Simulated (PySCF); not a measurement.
C4H12FPSi2.
SMILES with atom numbers: `[CH3:1][CH2:2][C:3]1([CH2:4][F:5])[SiH2:6][PH:7][SiH2:8]1`

Structure used (GFN2-xTB), in Å, numbered top down from 1:
```xyz
20
C4H12FPSi2 angstrom
C      2.209   -0.605    0.641
C      1.277   -0.374   -0.544
C     -0.101    0.160   -0.158
C      0.033    1.495    0.550
F     -1.219    2.028    0.790
Si    -1.318    0.322   -1.663
P     -2.854   -1.009   -0.677
Si    -1.200   -1.073    0.860
H      1.712   -1.200    1.405
H      3.101   -1.137    0.317
H      2.523    0.336    1.085
H      1.141   -1.321   -1.072
H      1.753    0.322   -1.242
H      0.568    2.231   -0.063
H      0.514    1.412    1.530
H     -1.716    1.700   -1.939
H     -0.757   -0.305   -2.861
H     -3.543    0.026   -0.077
H     -0.609   -2.411    0.914
H     -1.520   -0.586    2.201
```

Definitions: NICS(0) = −σiso at the ring centroid; NICS(1) = −σiso and NICS(1)zz = −σzz at ±1 Å along the ring normal z. Level: GIAO PBE0/pcSseg-1 (PySCF, non-relativistic, gas phase) on the GFN2-xTB geometry, one conformer.

Ring bond lengths (Å), with Mayer bond orders in brackets: C3–Si6 1.943 (0.82), Si6–P7 2.259 (0.95), P7–Si8 2.260 (0.95), Si8–C3 1.940 (0.82).

Task: Give the NICS values of each ring in ppm.

Result: 
```csv
ring,type,NICS(0),"NICS(1), two faces","NICS(1)zz, two faces",rms pucker (Å),"centre to ring atoms, mean (Å)"
C3–Si6–P7–Si8,4-membered ring with P and 2 Si; formal bonds all single,-1.7,-1.5 / -1.5,5.8 / 5.1,0.02,1.48
```

Task: What can be read from them?

Result: 
- C3–Si6–P7–Si8: mean NICS(1)zz 5.5 ppm, deshielded. C3, Si6, Si8 have four or more neighbours, so the value isn't read as a sign of a π ring current.

Task: At the first NICS(1) probe listed for ring C3–Si6–P7–Si8, 1 Å off the ring, what do the in-plane components average?

Result: The isotropic value is a third of the trace: (3 × -1.5 − (5.8))/2 = -5.2 ppm.

Task: List the ring angles and the Hirshfeld charges of the ring atoms.

Result: 
- C3–Si6–P7–Si8: C3 96.0° (-0.154 e), Si6 92.2° (+0.277 e), P7 79.4° (-0.103 e), Si8 92.3° (+0.275 e); sum 359.9° against 360° for a flat convex ring.
